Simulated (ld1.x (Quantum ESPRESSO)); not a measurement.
## Scattering properties, TM potential for Sn (Z = 50)

tin, norm-conserving Troullier–Martins (Kleinman–Bylander form), made with ld1.x (Quantum ESPRESSO) 7.5 (LDA (PZ), scalar-relativistic). Core [Kr] 4d10, reference 5s2 5p2. Waves: 5s (bound): rc 2.10 bohr; 5p (bound): rc 2.75 bohr. Local part: all-electron potential smoothed inside 1.85 bohr (lloc = -1). Core correction: Bessel-smoothed model core, default radius (core density twice the valence density).

The phase is arctan(r·u′/u) with u = r·R(r), unwrapped; energies in Ry, scanned from -3 to 5 Ry. A pole is an energy at which the radial function vanishes at the test radius. The pseudo phase is shifted by a multiple of π to meet the all-electron one at the reference energy, and phase errors are pseudo minus all-electron; the curves can meet again beyond the range given. Levels narrower than the energy grid can be missing from the lists of poles.

| channel | radius (bohr) | reference energy (Ry) | poles, all-electron | poles, pseudo | unbroken range about the reference energy with phases within 0.05 rad | phase error 1 Ry above the reference energy (rad) |
| --- | --- | --- | --- | --- | --- | --- |
| s | 2.99 | -0.79 | -0.08 | -1.10, -0.06 | -1.0 to 2.0 | +0.006 |
| p | 2.99 | -0.28 | 0.95 | 0.86, 2.90 | below 1.4 | -0.014 |

Note: ghost state, extra bound levels that the all-electron valence spectrum of the same l lacks: s at -15.0 eV. A true bound ghost makes a file unfit for plane-wave use.

Phases in the s channel:

```csv
E (Ry),all-electron,pseudo
-3.00,1.333,4.474
-2.52,1.294,4.434
-2.04,1.224,4.363
-1.56,1.053,4.184
-1.08,0.132,0.463
-0.60,-1.308,-1.306
-0.12,-1.560,-1.555
0.36,-1.665,-1.659
0.84,-1.746,-1.737
1.32,-1.843,-1.827
1.80,-2.009,-1.976
2.28,-2.452,-2.352
2.76,-3.638,-3.483
3.24,-4.271,-4.233
3.72,-4.473,-4.462
4.20,-4.567,-4.564
4.68,-4.624,-4.624
```
